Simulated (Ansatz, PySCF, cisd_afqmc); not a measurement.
System: ICl, charge 0, singlet. ICl (SMILES ICl).
B3LYP-D3(BJ)/def2-TZVP minimum from Ansatz (a quantum-chemistry and plane-wave program):
```xyz
2

Cl     0.0000     0.0000    -1.7753
I      0.0000     0.0000     0.5694
```
Charge 0, spin multiplicity 1.

Atomisation energy term by term, kcal/mol (programs: Ansatz, cisd_afqmc). Open shells are spin-unrestricted; no spin-orbit coupling. Cores are frozen in correlated methods (noble-gas shells, and filled d and f shells in the p block). Past Kr the def2 sets carry scalar-relativistic core potentials. AFQMC is phaseless with a CISD trial state; ± is one standard error, without the phaseless bias. Outlying blocks are dropped, and bars are widened where a walk drifts. Over all cases where full CI ran beside it in this data, AFQMC minus full CI had a median of +0.1 mEh and passed +0.4 mEh in a tenth of the cases. CBS(X,Y): correlation extrapolated as X^-3, Hartree-Fock from the larger set. A bracket is a step between two methods taken in the basis named. Spin-orbit terms, left out, reach several kcal/mol for Br and I, and more for heavier atoms.

```json
[
 {"term": "Hartree-Fock", "basis": "def2-QZVPP", "kcal/mol": "19.84"},
 {"term": "CCSD correlation", "basis": "CBS(def2-TZVPP,def2-QZVPP)", "kcal/mol": "31.67"},
 {"term": "(T)", "basis": "CBS(def2-TZVPP,def2-QZVPP)", "kcal/mol": "4.36"},
 {"term": "CCSDT(Q) - CCSD(T)", "basis": "def2-TZVPP", "kcal/mol": "0.18"},
 {"term": "CCSDTQ - CCSDT(Q)", "basis": "def2-SVP", "kcal/mol": "-0.02"},
 {"term": "minus zero-point energy", "basis": "Hessian by PySCF at B3LYP-D3(BJ)/def2-TZVP", "kcal/mol": "-0.54"},
 {"term": "sum: D0", "basis": "", "kcal/mol": "55.5"}
]
```

The step beyond CCSD(T) by other levels: CCSDTQ in def2-SVP 0.27; AFQMC/CISD in def2-SVP 0.30 ± 0.16; CCSDT(Q) in def2-SVP 0.29; AFQMC/CISD in def2-TZVPP 0.12 ± 0.25 kcal/mol.
